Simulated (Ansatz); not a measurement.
Mulliken charges of C2H7Sb, SMILES `[CH3][SbH][CH3]` from ωB97M-V/def2-TZVPP in Ansatz (PBE0-D4/def2-TZVP geometry).

```tsv
atom	x (Å)	y (Å)	z (Å)	charge (e)
C1	-0.856	1.104	-0.781	-0.588
Sb2	0.590	-0.472	-1.073	0.424
C3	0.455	-1.228	0.945	-0.588
H4	-1.853	0.664	-0.750	0.142
H5	-0.808	1.804	-1.615	0.143
H6	-0.663	1.634	0.151	0.138
H7	1.932	0.539	-0.727	-0.094
H8	-0.483	-1.774	1.053	0.142
H9	1.282	-1.913	1.135	0.143
H10	0.486	-0.410	1.664	0.138
```

By hand: the dipole of these point charges (1 e Å = 4.8032 D).

Σ q r = (0.016, -0.182, -0.258) e Å, of length 0.316 e Å = 1.52 D.

How does the dipole of the full density compare? (An estimate is asked.)

Computed: (-0.106, 0.011, 0.095) e Å, 0.69 D; the point charges give 2.20 times that, at 129° from its direction, so they point the opposite way.

Point charges leave out the atoms' own dipoles, such as those of lone pairs, and Mulliken's split depends on the basis, so the two needn't agree.
